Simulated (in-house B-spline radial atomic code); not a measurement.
**RPA and G0W0 on TPSS: the selenium ion Se⁺**

Configuration [Ar] 3d10 4s2 4p3, highest spin, mean-field start TPSS. Computed with an all-electron radial atomic-structure program (B-spline basis): all electrons, scalar-relativistic (spin-free one-electron X2C), finite nucleus, each spin shell either full or empty, empty states to l = 9 with an (l + 1/2)⁻⁴ tail; G0W0 by contour deformation at full frequency.

Command:
```bash
python run_gw.py task.json out
```
Settings (radii: box in bohr, nucleus in fm):
```
Z                        34
electrons                33
configuration            [Ar] 3d10 4s2 4p3
hamiltonian              x2c
method                   tpss,tpss
lmax                     9
rms_radius               4.14
spin_polarised           True
box_radius               23.78
intervals                71
```

Run time, properties included: 4.8 s on 1 thread of Arm Neoverse N1 (shared host).

Energies (hartree):

```json
{"term": "mean-field total", "value": "-2429.48057"}
{"term": "Hartree-Fock functional on these orbitals", "value": "-2427.81305"}
{"term": "direct second order", "value": "-2.8323"}
{"term": "second-order exchange", "value": "0.82784"}
{"term": "SOSEX correction", "value": "0.75475"}
```

(1) What is the RPA correlation energy, and what remains with SOSEX?

Quasi-particle levels (eV):

```csv
level,occupied,mean field,Σx - vxc,Σc,QP weight,G0W0
4p up,yes,-16.569,-4.78,?,?,?
4s down,yes,-24.879,-3.32,-1.68,0.885,-29.879
4p down,no,-13.465,6.15,-2.67,0.910,-9.986
```

G0W0 = mean field + (Σx - vxc) + Σc, with Σc (partial-wave tail included) taken at the quasi-particle energy. Only the outer levels were computed. Levels of low weight are left out.

(2) Where does G0W0 put 4p up?

## Answers

(1) RPA gives -2.4245 hartree (-2 eV per electron); RPA + SOSEX gives -1.6698, and the second-order doubles -2.0045 hartree (no singles). RPA lacks exchange-type terms and so overcorrelates at short range.

(2) At -21.409 eV, with Σc = -0.06 eV and a quasi-particle weight of 0.901. The tabulated removal energy is 21.196 ± 0.01 eV (NIST, measured); the calculation leaves out spin-orbit coupling, Breit and QED terms, and what these don't explain is the method's own error.
